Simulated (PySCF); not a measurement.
C7H8S.
Z-matrix (Å and degrees, PBE0-D3(BJ)/def2-SVP geometry), rows numbered from 1:
```
C 
S   1  1.7973
C   2  1.7622  1  103.45
C   3  1.3997  2  124.64  1     0.33
C   4  1.3953  3  120.09  2  -179.97
C   5  1.3919  4  120.80  3    -0.01
C   6  1.3963  5  119.13  4    -0.01
C   7  1.3895  6  120.59  5     0.02
H   1  1.0984  2  105.67  3   179.88
H   1  1.0999  2  111.87  3   -62.09
H   1  1.0999  2  111.85  3    61.85
H   4  1.0904  3  120.76  2     0.03
H   5  1.0929  4  119.15  3   179.99
H   6  1.0919  5  120.44  4  -180.00
H   7  1.0927  6  120.10  5  -180.00
H   8  1.0932  3  119.52  2     0.01
```

Linear response at B3LYP/def2-SVPD (PySCF, frozen core in the response, non-relativistic).

Static isotropic polarisability: 105.33 au (15.61 Å³), principal values 64.6, 106.4, 144.9 au.

Problem. What is the polarisability at 1064 nm and at the sodium D line?

Solution. 106.85 au at 1064 nm (+1.4 %), 110.67 au at 589.3 nm (+5.1 %). The rise at 589.3 nm is 3.52 times that at 1064 nm; a pure ω² law gives 3.26. The lowest singlet lies at 272 nm, shorter than both wavelengths.

Problem. What is the isotropic C6 coefficient between two such molecules, C6 = (3/π)∫α(iω)² dω?

Solution. 3901 au (Eh·bohr⁶) by a ten-point quadrature over imaginary frequencies, which is 2330 eV·Å⁶ or 225 J·nm⁶/mol.

Problem. Which effective excitation energy ω̄ makes London's formula C6 = (3/4)α²ω̄ exact here?

Solution. ω̄ = 4·C6/(3α²) = 0.469 Eh = 12.8 eV. A one-pole form α(ω) = α/(1 − ω²/ω̄²) fitted to the 1064 nm value gives 9.8 eV. London's choice of the ionisation energy (7.82 eV, ΔSCF at the same level) gives C6 = 2390 au, 39 % too low.

Problem. What does −C6/R⁶ come to at R = 12 Å between centres?

Solution. -75 J/mol. This is the leading, orientation-averaged term; C8 and higher terms are left out.

Problem. What molar refraction at the D line follows from R = (4π/3)·N_A·α′, with α′ the polarisability volume?

Solution. α′ = 16.40 Å³ gives R = 41.37 cm³/mol, for isolated, non-vibrating species.

Problem. How anisotropic is the static polarisability, by Δα² = ½[(α1 − α2)² + (α2 − α3)² + (α3 − α1)²]?

Solution. Δα = 69.6 au, or 0.66 of the isotropic value.

Problem. What n − 1 at the D line would an ideal gas of it have at 273.15 K and 1 atm (2.6868 × 10¹⁹ cm⁻³), by n − 1 = 2π·N·α′?

Solution. 27.69 × 10⁻⁴, a formal value whether or not that pressure can be reached.

Time: 48 s wall. Hardware: an Arm Neoverse V1 with one thread, no GPU (shared host). This is the whole response run at B3LYP/def2-SVPD, SCF included.

One conformer stands for the species.
